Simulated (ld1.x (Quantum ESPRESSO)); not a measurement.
## B (Z = 5): one change to a TM potential, before and after

ld1.x (Quantum ESPRESSO) 7.5 input, shortened:

```
&input
   title='B', zed=5., rel=0, dft='REVPBE', iswitch=3,
   config='[He] 2s1 2p0 3d-2'
 /
 &inputp
   pseudotype=2, tm=.true., lloc=-2, rcloc=1.40,
   nlcc=.false.
 /
3
2S  1  0   1.00   0.00  1.45  1.45  0.0
2P  2  1   0.00   0.00  1.60  1.60  0.0
3D  3  2  -2.00   0.25  1.30  1.30  0.0
 &test
   configts(1)='2s1 2p0'
 /
```

Change: all radii scaled by about 0.76 (s 1.10, p 1.22, d 0.98 bohr); local potential all-electron potential smoothed inside 1.06 bohr (lloc = -2).

Cutoffs: the cutoffs (Ry, on a coarse ladder) from which the occupation-weighted sum of valence levels, in a spherical-Bessel basis at the reference potential, stays within 10 and 1 mRy of its value at 400 Ry; they do not see the model core or the augmentation charge, which bear on the density cutoff. Errors are all-electron minus pseudo energies relative to the spin-unpolarised reference configuration.

Problem. How do hardness, ghosts and transferability respond?

Solution. The potential gets harder (18 Ry and 50 Ry → 21 Ry and 60 Ry); the errors of the 7 common tests hardly move; neither file shows a bound ghost. A smaller radius makes the pseudo-wave follow the all-electron one further in, where it bends more sharply, so more plane waves are needed.

| quantity | base | changed |
| --- | --- | --- |
| cutoff, loose | 18 Ry | 21 Ry |
| cutoff, tight | 50 Ry | 60 Ry |
| bound ghosts | none | none |
| error for 2s2 2p1, meV [ΔE -33.60 eV] | +98 | +100 |
| error for 2s2 2p0, meV [ΔE -25.43 eV] | +9.9 | +11 |
| error for 2s2 2p0.5, meV [ΔE -30.73 eV] | +61 | +62 |
| error for 2s1 2p2, meV [ΔE -27.69 eV] | +198 | +202 |
| error for 2s0 2p3, meV [ΔE -21.78 eV] | +312 | +316 |
| error for 2s2 2p1.3, meV [ΔE -34.33 eV] | +109 | +112 |
| error for 2s1 2p1, meV [ΔE -19.22 eV] | +122 | +127 |

Base: The cutoffs count occupied waves only; the empty 2p level needs 30 Ry at the loose tolerance. Changed file: The cutoffs count occupied waves only; the empty 2p level needs 45 Ry at the loose tolerance.
